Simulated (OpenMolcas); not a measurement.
# N II: the spin-orbit constant, Slater's ratio, thermal populations, worked from levels

```
Program             : OpenMolcas 26.06
Basis               : ANO-L-VDZP [3s2p1d]
Scalar Hamiltonian  : non-relativistic, point nucleus
Active space        : 2 electrons in 3 orbitals (2p)
State averaging     : 2S+1 = 3 even, 3 roots; 2S+1 = 1 even, 6 roots
Spin-orbit coupling : state interaction with AMFI integrals over the reference wave functions, term energies averaged over their components
```

Methods: CASSCF; SS-CASPT2, IPEA 0.25 Eh, imaginary shift 0.1 Eh (closed shells correlated: 1s 2s). Measured levels: NIST Handbook of Basic Atomic Spectroscopic Data.

**The spin-orbit constant.** For the Hund term ³P of p2, E(J) = (A/2) J(J+1) + constant and ζ = 2S·A = 2A. From J = 0 to J = 2 the energy changes by 3 A.

```
   Source  E(2) - E(0)     A   ζ
   CASSCF        139.3  46.4  93
SS-CASPT2        139.4  46.5  93
 measured        130.8  43.6  87
```

All in cm-1. SS-CASPT2 is off by +6.6 % and CASSCF by +6.5 %. Both methods take the spin-orbit matrix elements from the reference wave functions, so the second can move ζ only through the term energies and any multistate remixing. Second-order mixing with other terms is absorbed into this ζ.

**Slater's ratio.** With one set of orbitals, p2 has ¹D - ³P = 6 F2 and ¹S - ¹D = 9 F2 (F2 = F²/25), a ratio of 3/2. Term energies are centres of gravity, weighted by 2J + 1.

```
   Source  ¹D - ³P  ¹S - ³P  F2 from the first  Ratio
   CASSCF    17587    43594               2931  1.479
SS-CASPT2    16707    37664               2784  1.254
 measured    15227    32600               2538  1.141
```

Energies in cm-1. A ratio away from 3/2 shows effects beyond one configuration with one set of orbitals, and in heavier atoms second-order spin-orbit shifts.

**Thermal populations.** Z = Σ (2J + 1) exp(-E/kT) with k = 0.695035 cm-1/K, over the levels below. No other level of either list lies under 46700 cm-1, which is above 7 kT at each temperature.

| Level | 2J + 1 | SS-CASPT2 | measured |
| --- | --- | --- | --- |
| 2s² 2p² ³P₀ | 1 | 0.0 | 0.0 |
| 2s² 2p² ³P₁ | 3 | 46.8 | 48.7 |
| 2s² 2p² ³P₂ | 5 | 139 | 131 |
| 2s² 2p² ¹D₂ | 5 | 16800 | 15316 |
| 2s² 2p² ¹S₀ | 1 | 37760 | 32689 |

| T (K) | Z, SS-CASPT2 | Z, measured levels | Ground level (%), SS-CASPT2 | Ground level (%), measured levels |
| --- | --- | --- | --- | --- |
| 3000 | 8.613 | 8.630 | 11.6 | 11.6 |
| 5000 | 8.804 | 8.834 | 11.4 | 11.3 |
| 8000 | 9.096 | 9.178 | 11.0 | 10.9 |

At 8000 K, kT = 5560 cm-1, and the computed levels give Z = 1.000 + 2.975 + 4.877 + 0.244 + 0.001 = 9.096.

CASPT2 does not keep the components of a term degenerate, so their means are used; among the terms shown or strongly mixed into the levels shown the widest spread is 110 cm-1 (2s² 2p² ¹D, SS-CASPT2). With the s shell closed, the reference lacks s² → p² mixing. Without dynamic correlation excited terms often stand tens of per cent too high (terms of higher spin than the ground term too low), and those without a measured partner can miss by more than the paired ones (holds for CASSCF). Some terms miss by over 15 % even with CASPT2, which points to a basis or an active space too small for the shells correlated (holds for SS-CASPT2). Measured partners are found by configuration, term and J. A level has none where our copy of the source lacks it or the pairing is in doubt (some pairs that miss far off the trend of their configuration count as doubtful), and it then counts in no deviation. Only configurations of the active space appear.
